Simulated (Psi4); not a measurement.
C6H5Cl, charge +1, doublet, at a GFN2-xTB geometry (a state made from the parent by changing its charge; the spin is typed, not shown lowest); BLYP/STO-3G (Psi4).

Here is a job for Psi4.
```
memory 2 GB

molecule {
1 2
Cl    2.20688064    0.17640108    0.00158265
C     0.53172119    0.04250171    0.00038132
C    -0.27056483    1.21287148    0.01969922
C    -1.63817026    1.09348924    0.01855623
C    -2.23462371   -0.17861865   -0.00160255
C    -1.44364157   -1.33982559   -0.02076634
C    -0.07443687   -1.24044826   -0.01994663
H     0.20377804    2.18263677    0.03505563
H    -2.26037648    1.97597304    0.03313219
H    -3.31228370   -0.26475850   -0.00237539
H    -1.91774387   -2.30993987   -0.03612851
H     0.54795142   -2.12254930   -0.03451653
}

set {
  basis sto-3g
  reference uks
  e_convergence 1e-8
}

energy('blyp')
print_variables()
```

The log (banner, timings and long lists left out):

```
   => Loading Basis Set <=

    Name: STO-3G
    Role: ORBITAL
    Keyword: BASIS

         ---------------------------------------------------------
                                   SCF
               by Justin Turney, Rob Parrish, Andy Simmonett
                          and Daniel G. A. Smith
                              UKS Reference
         ---------------------------------------------------------

  ==> Geometry <==

    Molecular point group: c1
    Full point group: C1

    Geometry (in Angstrom), charge = 1, multiplicity = 2:

       Center              X                  Y                   Z               Mass
    ------------   -----------------  -----------------  -----------------  -----------------
         CL           2.128099765450     0.170103940864     0.001526153762    34.968852682000
         C            0.452940315450     0.036204570864     0.000324823762    12.000000000000
         C           -0.349345704550     1.206574340864     0.019642723762    12.000000000000
         C           -1.716951134550     1.087192100864     0.018499733762    12.000000000000
         C           -2.313404584550    -0.184915789136    -0.001659046238    12.000000000000
         C           -1.522422444550    -1.346122729136    -0.020822836238    12.000000000000
         C           -0.153217744550    -1.246745399136    -0.020003126238    12.000000000000
         H            0.124997165450     2.176339630864     0.034999133762     1.007825032230
         H           -2.339157354550     1.969675900864     0.033075693762     1.007825032230
         H           -3.391064574550    -0.271055639136    -0.002431886238     1.007825032230
         H           -1.996524744550    -2.316237009136    -0.036185006238     1.007825032230
         H            0.469170545450    -2.128846439136    -0.034573026238     1.007825032230

  Running in c1 symmetry.

  Rotational constants: A =      0.18558  B =      0.05390  C =      0.04177 [cm^-1]
  Rotational constants: A =   5563.68657  B =   1615.90261  C =   1252.21310 [MHz]
  Nuclear repulsion =  317.209150783657549

  Charge       = 1
  Multiplicity = 2
  Electrons    = 57
  Nalpha       = 29
  Nbeta        = 28

  ==> Algorithm <==

  SCF Algorithm Type is DF.
  DIIS enabled.
  MOM disabled.
  Fractional occupation disabled.
  Guess Type is SAD.
  Energy threshold   = 1.00e-08
  Density threshold  = 1.00e-06
  Integral threshold = 1.00e-12

  ==> Primary Basis <==

  Basis Set: STO-3G
    Blend: STO-3G
[...]
      Ntotal   =   56.9999877964 ; deviation = -1.220e-05

   @Spin Contamination Metric:   3.759359173E-03
   @S^2 Expected:                7.500000000E-01
   @S^2 Observed:                7.537593592E-01
   @S   Expected:                5.000000000E-01
   @S   Observed:                5.000000000E-01

    Orbital Energies [Eh]
    ---------------------

    Alpha Occupied:

[...]
    Alpha Virtual:

[...]
    Beta Occupied:

[...]
      28A     -0.415433

    Beta Virtual:

[...]
      44A      0.475455

    Final Occupation by Irrep:
              A
    DOCC [    28 ]
    SOCC [     1 ]
    NA   [    29 ]
    NB   [    28 ]

  @DF-UKS Final Energy:  -683.53640642653886

   => Energetics <=

    Nuclear Repulsion Energy =            317.2091507836575488
    One-Electron Energy =               -1552.6238971395569024
    Two-Electron Energy =                 613.7425844608150101
    DFT Exchange-Correlation Energy =     -61.8642445314545881
    Empirical Dispersion Energy =           0.0000000000000000
    VV10 Nonlocal Energy =                  0.0000000000000000
    Total Energy =                       -683.5364064265388606

  UHF NO Occupations:
  HONO-2 :   27  A 1.9997970
  HONO-1 :   28  A 1.9986110
  HONO-0 :   29  A 1.0000000
  LUNO+0 :   30  A 0.0013890
  LUNO+1 :   31  A 0.0002030
  LUNO+2 :   32  A 0.0000938
  LUNO+3 :   33  A 0.0000766

Computation Completed

Properties will be evaluated at   0.000000,   0.000000,   0.000000 [a0]

Properties computed using the SCF density matrix

 Multipole Moments:

 ------------------------------------------------------------------------------------
     Multipole            Electronic (a.u.)      Nuclear  (a.u.)        Total (a.u.)
 ------------------------------------------------------------------------------------

 L = 1.  Multiply by 2.5417464519 to convert [e a0] to [Debye]
 Dipole X            :          7.4120128           -8.6347081           -1.2226952
 Dipole Y            :          0.5924592           -0.6901922           -0.0977330
 Dipole Z            :          0.0053155           -0.0061923           -0.0008769
 Magnitude           :                                                    1.2265954

 ------------------------------------------------------------------------------------

  Variable Map:
  ----------------------------------------------------------------------------
[...]
  Array Variable Map:
  ----------------------------------------------------------------------------
[...]
[...]
```
